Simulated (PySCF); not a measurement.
Structure elucidation problem

Molecular formula: C7H8. Simulated spectra:

$^{1}$H NMR (300 MHz, computed): δ 2.32 (td, J = 7.7, 2.5 Hz, 2H), 1.49 (sext, J = 8.0 Hz, 2H), 1.40 (t, J = 2.5 Hz, 1H), 1.09 (t, J = 8.3 Hz, 3H).

$^{13}$C{$^{1}$H} NMR (computed): δ 79.9 (C), 72.0 (C), 71.9 (C), 66.4 (CH), 26.3 (CH2), 24.0 (CH2), 15.2 (CH3).

Theoretical values (PySCF 2.14): B97-2/pcSseg-2 with gauge-including orbitals, structure optimised with PBE0-D3(BJ)/def2-SVP, B3LYP/pcJ-1 coupling constants (without the spin–dipole term). Non-relativistic Hamiltonian, one conformer, no solvent model, rapidly exchanging positions averaged.

Chemical shifts δ = σref − σ; $^{1}$H, $^{13}$C against TMS, all at this level.

Task: Deduce the structure.

Result: 
1. The formula gives 4 degrees of unsaturation (no ring in the answer).
2. 7 carbon signals for 7 carbons: no two carbons are equivalent.
3. Carbon types of the structure: 3 × C, 1 × CH, 2 × CH2, 1 × CH3, which accounts for all hydrogens.
4. δC 79.9, 72.0, 71.9: alkyne carbon; the triple bond shields along its axis, which puts it between sp3 and sp2 carbons.
5. δC 66.4: terminal alkyne carbon; the triple bond shields along its axis, which puts it between sp3 and sp2 carbons.
6. δC 26.3: sp3 CH2; a saturated carbon with 2 carbon neighbours and no heteroatom attached.
7. δC 24.0: propargylic sp3 CH2; saturated and bonded to C and H only.
8. δC 15.2: methyl carbon; aliphatic region, no heteroatom directly attached.
9. δH 1.40: hydrogen on a terminal alkyne carbon; it lies on the axis of the triple bond, in its shielding cone.
10. δH 1.09: hydrogen on a methyl carbon; far from electronegative atoms and π systems.
11. The protons at 1.49 and 1.09 share a coupling of 8.3 Hz (vicinal).
12. The protons at 2.32 and 1.49 share a coupling of 7.7 Hz (vicinal).

Structure: `C#CC#CCCC`.

This is the structure that produced the data.

Multiplet labels drop couplings under 1 Hz and merge nearly equal ones. Unscaled 3J(H,H) at this level run about 10 % above measured values. Shifts are as computed. Against solution values, carbons near 30 ppm lie about +4 ppm off and those near 130 ppm about +7 ppm. Of 1211 compounds with measured shifts, 218 miss one by over three times the rms of a fit or turn the order of signals round; such compounds aren't used in these exercises. Vicinal H,H couplings across rotating CH2–CH2 and CH–CH2 bonds are estimated from the computed gauche and anti values for equal rotamer populations, (2 J gauche + J anti)/3.
